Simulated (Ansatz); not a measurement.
Reaction (substitution at a C–N bond): `NCN[SiH3]` + `N#CO` → `N#COCN` + `N[SiH3]`

Calculated with Ansatz (gas phase, PBE0-D4/def2-TZVP geometries, no zero-point term in ΔE). CBS: MP2 limit from def2 TZ/QZ plus the TZ coupled-cluster correction, frozen cores. This one scheme is used for every species. DFT in def2-TZVPP. B3LYP here is the variant with VWN-RPA as its local correlation; programs differ in this. Each species was taken in one conformer, which may not be the lowest.

(1) Is it downhill or uphill in electronic energy at CCSD(T)/CBS, and by how much? (Best estimate.)

(2) What do these levels give: PBE-D4, B3LYP-D4, ωB97M-V, SCS-MP2/def2-TZVPP, MP2/CBS(def2), CCSD/CBS(def2)? (An estimate is asked.)

Largest T1 diagnostic among the species: 0.014.

Answers

(1) Computed: Downhill: ΔE = -0.22 eV.

(2) Computed: PBE-D4 -0.27, B3LYP-D4 -0.28, ωB97M-V -0.25, SCS-MP2/def2-TZVPP -0.23, MP2/CBS(def2) -0.22, CCSD/CBS(def2) -0.20 eV.

The D4 term adds +0.04 eV with B3LYP and +0.02 eV with PBE0; it sums over pairs of atoms, weighted by their polarisabilities, and B3LYP, whose exchange is more repulsive, gets the larger term. In def2-TZVPP, CCSD(T) changes the Hartree–Fock value by +0.08 eV (the triples alone add −0.01 eV) and MP2 by +0.08 eV.
